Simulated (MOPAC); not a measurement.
Job for MOPAC: AM1 on CH6S (a complex), monomers drawn apart or pushed together.

```
AM1 1SCF PRECISE CHARGE=0 THREADS=1
CH6S

C     -0.00797226 1    -0.05672570 1     0.16889335 1
H     -0.85349760 1     0.21771153 1     0.79809041 1
H     -0.21597898 1     0.22549257 1    -0.86207773 1
H      0.88816304 1     0.45909676 1     0.51155769 1
H      0.15033183 1    -1.13339962 1     0.22228686 1
S      0.57077193 1    -0.09255641 1     5.30127163 1
H      0.50802577 1     1.01561382 1     4.54665330 1
H      0.58980802 1    -0.89074602 1     4.22260593 1
```

Output:

```
*******************************************************************************
 **                                                                           **
 **                              MOPAC v23.2.5                                **
 **                                                                           **
 *******************************************************************************
 ** MOPAC's Digital Object Identifier: https://doi.org/10.5281/zenodo.6511958 **
 **                                                                           **
 ** Please cite the open-source release paper for use of this MOPAC version:  **
 ** J. E. Moussa and J. J. P. Stewart (2026)                                  **
 ** MOPAC: An open-source semiempirical molecular orbital program             **
 ** J. Open Source Softw., 11(119), 8025, https://doi.org/10.21105/joss.08025 **
 *******************************************************************************

                              AM1 CALCULATION RESULTS

 *******************************************************************************
 *  AM1        - The AM1 Hamiltonian to be used
 *
 *
 *
 *                 CHARGE ON SYSTEM = 0
 *
 *
 *
 *  PRECISE    - TIGHTER CRITERIA TO BE USED
 *  1SCF       - DO 1 SCF AND THEN STOP
 *  THREADS=1  - MULTI-THREADING NOT USED
 *  T=         - A TIME OF 172800.0 SECONDS REQUESTED
 *  DUMP=N     - RESTART FILE WRITTEN EVERY 7200.0 SECONDS REQUESTED
 *******************************************************************************
AM1 1SCF PRECISE CHARGE=0 THREADS=1
 CH6S

   ATOM   CHEMICAL          X               Y               Z
  NUMBER   SYMBOL      (ANGSTROMS)     (ANGSTROMS)     (ANGSTROMS)

     1       C         -0.00797226  *  -0.05672570  *   0.16889335  *
     2       H         -0.85349760  *   0.21771153  *   0.79809041  *
     3       H         -0.21597898  *   0.22549257  *  -0.86207773  *
     4       H          0.88816304  *   0.45909676  *   0.51155769  *
     5       H          0.15033183  *  -1.13339962  *   0.22228686  *
     6       S          0.57077193  *  -0.09255641  *   5.30127163  *
     7       H          0.50802577  *   1.01561382  *   4.54665330  *
     8       H          0.58980802  *  -0.89074602  *   4.22260593  *



          CARTESIAN COORDINATES

    NO.       ATOM           X           Y           Z

     1         C         -0.0080     -0.0567      0.1689
     2         H         -0.8535      0.2177      0.7981
     3         H         -0.2160      0.2255     -0.8621
     4         H          0.8882      0.4591      0.5116
     5         H          0.1503     -1.1334      0.2223
     6         S          0.5708     -0.0926      5.3013
     7         H          0.5080      1.0156      4.5467
     8         H          0.5898     -0.8907      4.2226

  H: (AM1): M.J.S. DEWAR ET AL, J. AM. CHEM. SOC. 107 3902-3909 (1985)
  C: (AM1): M.J.S. DEWAR ET AL, J. AM. CHEM. SOC. 107 3902-3909 (1985)
  S: (AM1): M.J.S. DEWAR, Y-C YUAN, INORGANIC CHEMISTRY, 29, 3881:3890,  (1990)

           Empirical Formula: C H6 S  =     8 atoms



      MOLECULAR POINT GROUP   :   Cs


      RHF CALCULATION, NO. OF DOUBLY OCCUPIED LEVELS = 8


 -------------------------------------------------------------------------------
 AM1 1SCF PRECISE CHARGE=0 THREADS=1
 CH6S



     1SCF WAS SPECIFIED, SO BFGS WAS NOT USED
     SCF FIELD WAS ACHIEVED


                              AM1 CALCULATION
                                                       MOPAC v23.2.5 Linux




          FINAL HEAT OF FORMATION =         -6.40446 KCAL/MOL =     -26.79626 KJ/MOL


          COSMO AREA              =        115.50 SQUARE ANGSTROMS
          COSMO VOLUME            =         89.91 CUBIC ANGSTROMS

          IONIZATION POTENTIAL    =          9.483889 EV
          HOMO LUMO ENERGIES (EV) =         -9.484  0.940
          NO. OF FILLED LEVELS    =          8
          MOLECULAR WEIGHT        =         50.1184         POINT GROUP:  Cs

          MOLECULAR DIMENSIONS (Angstroms)

            Atom       Atom       Distance
            S     6    H     3     6.22150
            H     7    H     5     2.37564
            H     4    H     2     1.77740


          SCF CALCULATIONS        =          1





   ATOM   CHEMICAL          X               Y               Z
  NUMBER   SYMBOL      (ANGSTROMS)     (ANGSTROMS)     (ANGSTROMS)

     1       C         -0.00797226  *  -0.05672570  *   0.16889335  *
     2       H         -0.85349760  *   0.21771153  *   0.79809041  *
     3       H         -0.21597898  *   0.22549257  *  -0.86207773  *
     4       H          0.88816304  *   0.45909676  *   0.51155769  *
     5       H          0.15033183  *  -1.13339962  *   0.22228686  *
     6       S          0.57077193  *  -0.09255641  *   5.30127163  *
     7       H          0.50802577  *   1.01561382  *   4.54665330  *
     8       H          0.58980802  *  -0.89074602  *   4.22260593  *

                             CARTESIAN COORDINATES

   1    C       -0.007972260    -0.056725700     0.168893350
   2    H       -0.853497600     0.217711530     0.798090410
   3    H       -0.215978980     0.225492570    -0.862077730
   4    H        0.888163040     0.459096760     0.511557690
   5    H        0.150331830    -1.133399620     0.222286860
   6    S        0.570771930    -0.092556410     5.301271630
   7    H        0.508025770     1.015613820     4.546653300
   8    H        0.589808020    -0.890746020     4.222605930


           Empirical Formula: C H6 S  =     8 atoms



      MOLECULAR POINT GROUP   :   Cs


                  EIGENVALUES
 -29.54141 -19.62465 -15.15050 -13.66392 -13.64245 -13.62071 -12.30730  -9.48389
   0.94025   1.55556   4.52146   4.52559   4.54014   5.16101


              NET ATOMIC CHARGES AND DIPOLE CONTRIBUTIONS

  ATOM NO.   TYPE          CHARGE      No. of ELECS.   s-Pop       p-Pop
    1          C          -0.263658        4.2637     1.21747     3.04618
    2          H           0.064331        0.9357     0.93567
    3          H           0.069485        0.9305     0.93052
    4          H           0.063746        0.9363     0.93625
    5          H           0.066096        0.9339     0.93390
    6          S          -0.107781        6.1078     1.89228     4.21550
    7          H           0.053796        0.9462     0.94620
    8          H           0.053985        0.9460     0.94601
 DIPOLE           X         Y         Z       TOTAL
 POINT-CHG.    -0.017     0.074    -0.502     0.508
 HYBRID        -0.032     0.234    -1.385     1.406
 SUM           -0.050     0.309    -1.888     1.914


          ATOMIC ORBITAL ELECTRON POPULATIONS

     Atom    s        px        py        pz
    1  C   1.21747   1.01182   1.01527   1.01910
    2  H   0.93567
    3  H   0.93052
    4  H   0.93625
    5  H   0.93390
    6  S   1.89228   1.99789   1.09394   1.12367
    7  H   0.94620
    8  H   0.94601

 **********************
 *                    *
 * JOB ENDED NORMALLY *
 *                    *
 **********************




 == MOPAC DONE ==
```

The run finished.

Cost: around 0.020 core-seconds (rough).
